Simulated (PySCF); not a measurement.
Species: i-PeOMe, C6H14O.
Numbering: `[CH3:1][O:2][CH2:3][CH2:4][CH:5]([CH3:6])[CH3:7]` (hydrogens: H8, H9, H10 on C1; H11, H12 on C3; H13, H14 on C4; H15 on C5; H16, H17, H18 on C6; H19, H20, H21 on C7)

The geometry is computed with GFN2-xTB (gas phase).

(1) What internal coordinates does the optimisation give?

Results:

(1) 
```csv
bond,length (Å),order
C1–O2,1.400,single
O2–C3,1.411,single
C3–C4,1.525,single
C4–C5,1.533,single
"C5–C6, C5–C7",1.527,single
"C1–H8, C1–H9",1.098,single
C1–H10,1.088,single
"C3–H11, C3–H12",1.102,single
"C4–H13, C4–H14",1.092,single
C5–H15,1.094,single
C6–H16 and 5 like bonds,1.088,single
```

Bonds in one row agree within 0.01 Å and their mean is given. Orders are formal, as drawn. A selection of angles:
```csv
angle,degrees
O2–C1–H8,111.4
O2–C1–H10,106.8
H8–C1–H9,108.4
H8–C1–H10,109.4
C1–O2–C3,113.1
O2–C3–C4,109.0
O2–C3–H11,109.9
C4–C3–H11,111.0
C4–C3–H12,109.7
H11–C3–H12,107.5
C3–C4–C5,113.4
C3–C4–H13,108.8
C3–C4–H14,107.5
C5–C4–H13,109.9
H13–C4–H14,108.4
C4–C5–C6,111.7
C4–C5–C7,109.8
C4–C5–H15,107.6
C6–C5–C7,109.8
C6–C5–H15,109.0
C5–C6–H16,110.4
C5–C6–H17,111.3
H16–C6–H17,108.5
```

Dihedral angles: C1–O2–C3–C4 179° (antiperiplanar); O2–C3–C4–C5 -64° (synclinal); C3–C4–C5–C6 -72° (synclinal). The mirror-image conformer, all signs reversed, is as good.

Of the pairs four or more bonds apart, H11···H17 is among the closest relative to their van der Waals radii: 2.24 Å, 93 % of the sum of Bondi's values.

Point group: C1 (no symmetry element, even within 0.4 Å). Not checked by GFN2-xTB frequencies. The numbers are those of one conformer.
